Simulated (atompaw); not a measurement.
What one change does to a pseudopotential (Fe (Z = 26), PAW (atompaw))

atompaw 4.2.0.5 input, output lines left out:

```
Fe 26
GGA-PBE scalarrelativistic loggrid 1500 logderivrange -9 5 351
4 4 3 0 0 0
4 1 0
3 2 6
0 0 0
c
c
v
v
c
v
v
v
2
1.70 1.35 1.30 0.85
n
n
y
0.5
n
custom rrkj vanderbiltortho besselshape
bessel
1.00
1.70
1.40
1.70
1.70
1.70
```

All-electron outer shells of the reference configuration (PBE, scalar-relativistic, ld1.x):

```csv
shell,level (eV),outermost node (bohr),outermost maximum (bohr)
2s,-819.73,0.08,0.22
2p,-698.45,–,0.18
3s,-94.02,0.33,0.70
3p,-60.04,0.30,0.72
3d,-7.50,–,0.71
4s,-5.29,1.00,2.41
4p,-1.33,1.10,3.33
```

Change: wave 3s (bound): rc 1.00 bohr becomes 3s (bound): rc 1.38 bohr.

Cutoffs: the cutoffs (Ry, on a coarse ladder) from which the occupation-weighted sum of valence levels, in a spherical-Bessel basis at the reference potential, stays within 10 and 1 mRy of its value at 400 Ry; they do not see the model core or the augmentation charge, which bear on the density cutoff.

Task: What does the change do?

Result: The potential gets softer (55 Ry and 100 Ry → 50 Ry and 90 Ry); neither file shows a bound ghost.

```csv
quantity,base,changed
"cutoff, loose",55 Ry,50 Ry
"cutoff, tight",100 Ry,90 Ry
loose cutoff by channel (10 mRy a level),"s 40 Ry, p 35 Ry, d 30 Ry","s 30 Ry, p 35 Ry, d 30 Ry"
bound ghosts,none,none
s: phases at 1.71 bohr within 0.05 rad from the reference energy up to (Ry; the scan ends near 5),to the end of the scan,to the end of the scan
p: phases at 1.71 bohr within 0.05 rad from the reference energy up to (Ry; the scan ends near 5),to the end of the scan,to the end of the scan
d: phases at 1.71 bohr within 0.05 rad from the reference energy up to (Ry; the scan ends near 5),4.4,4.4
lowest overlap eigenvalue by channel,"s 0.01, p 0.09, d 0.75","s 0.12, p 0.09, d 0.75"
```

 The cutoffs see the waves, projectors and local potential, not the compensation charge or the core.
